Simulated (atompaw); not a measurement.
How hard is this holmium (Ho) PAW (atompaw) potential?

holmium (Ho), PAW, made with atompaw 4.2.0.5 (PBEsol, scalar-relativistic). Core [Kr] 4d10 4f10, reference 5s2 5p6 5d1 6s1.5 6p0 (charge +0.5). Waves: 5s (bound): rc 1.60 bohr; 6s (bound): rc 1.80 bohr; 5p (bound): rc 1.80 bohr; 6p (bound, empty): rc 2.80 bohr; 5d (bound): rc 2.80 bohr; 5d channel at 0.25 Ry: rc 2.80 bohr. Local part: ultrasoft scheme with l = 3 at 1 Ry, radius 2.05 bohr. Core correction: smooth core density matched at 1.85 bohr. Augmentation charge: sinc compensation charge, radius 2.20 bohr; PAW radius 2.80 bohr; waves and projectors: custom rrkj gramschmidtortho.

The pseudo-atom Hamiltonian at the reference potential is diagonalised in spherical Bessel functions j_l(qr) that vanish at 20 bohr, with q² up to the cutoff. All-electron valence levels (Ry): 5s -4.2294, 6s -0.5105, 5p -2.3709, 6p -0.2561, 5d -0.3744.

**Question.** How do the lowest levels (Ry) of each channel move with the cutoff, and are there ghosts?

**Answer.**

| cutoff (Ry) | s #1 | s #2 | s #3 | p #1 | p #2 | p #3 | d #1 | f #1 | f #2 | Σ f·Δε (mRy) |
| --- | --- | --- | --- | --- | --- | --- | --- | --- | --- | --- |
| 8 | -4.1399 | -0.4900 | -0.0944 | -1.4901 | -0.2560 | -0.0408 | -0.3580 | 0.0198 | 0.1179 | 5510.7 |
| 12 | -4.2095 | -0.5042 | -0.0971 | -2.2265 | -0.2561 | -0.0408 | -0.3740 | 0.0198 | 0.1179 | 915.8 |
| 21 | -4.2287 | -0.5099 | -0.0981 | -2.3676 | -0.2561 | -0.0409 | -0.3744 | 0.0198 | 0.1179 | 21.5 |
| 30 | -4.2292 | -0.5104 | -0.0982 | -2.3705 | -0.2561 | -0.0409 | -0.3744 | 0.0198 | 0.1179 | 2.4 |
| 45 | -4.2293 | -0.5104 | -0.0982 | -2.3708 | -0.2561 | -0.0409 | -0.3745 | 0.0198 | 0.1179 | 0.5 |
| 55 | -4.2293 | -0.5104 | -0.0982 | -2.3708 | -0.2561 | -0.0409 | -0.3745 | 0.0198 | 0.1179 | 0.3 |
| 400 | -4.2293 | -0.5104 | -0.0982 | -2.3708 | -0.2561 | -0.0409 | -0.3745 | 0.0198 | 0.1179 | 0.0 |

Result: no extra level below or beside the all-electron valence levels (s, p, d, f tested); 10 mRy is reached at 25 Ry and 1 mRy at 45 Ry.
